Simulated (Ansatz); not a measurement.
Species: CdCl2 (charge 0, singlet). 
Coordinates optimised at B3LYP-D3(BJ)/def2-TZVP (Ansatz, a program for electronic structure):
```
Cd
Cl 1 2.2851
Cl 1 2.2851 2 180.00
```
Charge 0, spin multiplicity 1.

Total electronic energies in hartree. Valence correlation only, unless marked. Spin-orbit coupling is left out. Frozen are the shells of the preceding noble gas and the d and f shells that filled before the atom's block. Past Kr the def2 sets carry scalar-relativistic core potentials. STO-3G rows are all-electron and non-relativistic. Basis-set limits of correlation are two-point, X^-3; Hartree-Fock from the larger set. The bracket is a focal-point correction in the basis named.

| level | program | energy (Eh) |
|---|---|---|
| HF/def2-SVPD | Ansatz | -1085.66604 |
| HF/def2-QZVPP | Ansatz | -1086.03088 |
| RI-HF/def2-QZVPPD | Ansatz | -1086.03097 |
| SVWN5/def2-TZVPD | Ansatz | -1085.04369 |
| PBE/def2-TZVPD | Ansatz | -1087.91870 |
| r2SCAN/def2-TZVPD | Ansatz | -1088.28937 |
| r2SCAN-D4/def2-TZVPD | Ansatz + dftd4 | -1088.28996 |
| B3LYP-D3(BJ)/def2-TZVPD | Ansatz + dftd3 | [?] |
| PBE0/STO-3G | Ansatz | [?] |
| r2SCANh-D4/def2-TZVPD | Ansatz + dftd4 | -1088.27237 |
| B2PLYP/def2-TZVPD | Ansatz | [?] |
| MP2/def2-TZVPPD | Ansatz | -1086.81660 |
| CCSD(T)/def2-SVPD | Ansatz | -1086.26026 |
| RI-MP2/CBS(def2-TZVPP,def2-QZVPP)+[CCSD(T)-MP2]/def2-SVP | Ansatz | -1087.0060 |
| RI-MP2/CBS(def2-TZVPPD,def2-QZVPPD)+[CCSD(T)-MP2]/def2-TZVPPD | Ansatz | -1087.0111 |

Task: Fill in the missing entries.

Result: 
- B3LYP-D3(BJ)/def2-TZVPD, energy (Eh): -1088.38280
- PBE0/STO-3G, energy (Eh): -6323.55042
- B2PLYP/def2-TZVPD, energy (Eh): -1087.83881
